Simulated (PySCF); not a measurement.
## Ionisation energy along the 15-electron series

Calculated with PySCF 2.14 and a two-component X2C-1e Hamiltonian (Gaussian nucleus, no Breit or QED terms), each ion in its own even-tempered basis scaled to its charge; GMP2 freezes 1s2 and drops the highest virtual spinors. Values in eV. NIST values: (m) measured, (s) semi-empirical, (t) theoretical.

| ion | configuration | GHF (spin-free) | GMP2 (spin-free) | GHF (screened spin-orbit) | GMP2 (screened spin-orbit) | NIST |
| --- | --- | --- | --- | --- | --- | --- |
| As¹⁸⁺ | [Ne] 3s2 3p3 | 726.68 | 727.15 | 722.75 | 722.85 | 728.9 ± 2.2 (s) |
| Br²⁰⁺ | [Ne] 3s2 3p3 | 868.48 | 868.94 | 862.86 | 862.63 | 870 ± 3 (s) |

Task: Fill in the row of Se¹⁹⁺.

Result: configuration: [Ne] 3s2 3p3; GHF (spin-free): 796.02; GMP2 (spin-free): 796.48; GHF (screened spin-orbit): 791.32; GMP2 (screened spin-orbit): 791.27; NIST: 798 ± 3 (s).
